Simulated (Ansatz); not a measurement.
System: InI2, charge 1, multiplicity 1. SMILES of the parent species: [I][In][I]
Geometry from a B3LYP-D3(BJ)/def2-TZVP (Ansatz, a quantum-chemistry and plane-wave program) optimisation:
```xyz
3

In     0.0000     0.0000     0.0000
I      0.0000     0.0000    -2.5675
I      0.0000     0.0000     2.5675
```
Charge +1, spin multiplicity 1.

Parts of the frozen-core correlation energy in def2-SVPD (Ansatz, hartree). Frozen orbitals: 27; correlated occupied orbitals by spin: 8 and 8; virtual: 67 and 67. Spin-orbit coupling is left out. In def2 rows, elements after Kr have scalar-relativistic effective core potentials.

| term | value |
|---|---|
| reference (HF) | -782.36822 |
| MP2 opposite-spin | -0.17090 |
| MP2 same-spin | -0.06345 |
| CCSD correlation | -0.25721 |
| (T) | -0.00895 |
| T1 diagnostic | 0.016 |
| largest doubles amplitude | 0.072 |
